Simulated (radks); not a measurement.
The mercury ion Hg2+, configuration [Xe] 4f13 5d10 6s1 (not the ground configuration).

Method: Dirac Kohn-Sham, PBE, spin-unpolarised, spherical densities, finite nucleus; open shells fill j = l - 1/2 first; Fermi nuclear charge, rms radius 5.4648 fm; computed with a radial shooting solver on a logarithmic mesh with Libxc functionals.

Energy parts (Ry):
| part | energy |
|---|---|
| total | -39305.4260 |
| kinetic | 45315.5608 |
| electron-nucleus | -98947.8684 |
| Hartree | 15071.1482 |
| exchange-correlation | -744.2667 |

Orbitals (lengths in bohr, moments of r in powers of bohr; <r^-3> diverges for s and p1/2):
orbital  occ.  eigenvalue (Ry)   <1/r>  <r^-3>
1s1/2       2        -6102.752   97.50       -
2s1/2       2        -1083.067   24.02       -
2p1/2       2        -1039.563   23.98       -
2p3/2       4        -896.4363   19.41   21440
3s1/2       2        -259.2402   8.814       -
3p1/2       2        -239.5707   8.728       -
3p3/2       4        -207.8711   7.536    5009
3d3/2       4        -175.1817   7.434   875.9
3d5/2       6        -168.3915   7.165   722.8
4s1/2       2        -59.07589   3.744       -
4p1/2       2        -50.62431   3.636       -
4p3/2       4        -42.91390   3.224    1224
4d3/2       4        -29.06869   3.027   193.3
4d5/2       6        -27.62377   2.933   156.0
5s1/2       2        -10.67607   1.547       -
4f5/2       6         -9.81079   2.586   33.59
4f7/2       7         -9.49312   2.550   31.92
5p1/2       2         -7.83635   1.425       -
5p3/2       4         -6.42678   1.272   219.9
5d3/2       4         -2.53308  0.9783   22.02
5d5/2       6         -2.37332  0.9419   17.22
6s1/2       1         -1.83899  0.5559       -

The highest occupied level is 6s1/2 at -25.021 eV. The density falls to 0.001 e/bohr^3 at r = 3.63 bohr. Summed over all electrons, <r^2> = 44.71 bohr^2, which gives a Langevin (diamagnetic) susceptibility term of -35.4 x 10^-6 cm^3/mol. The electron density at the nucleus is 2.324e+06 e/bohr^3.
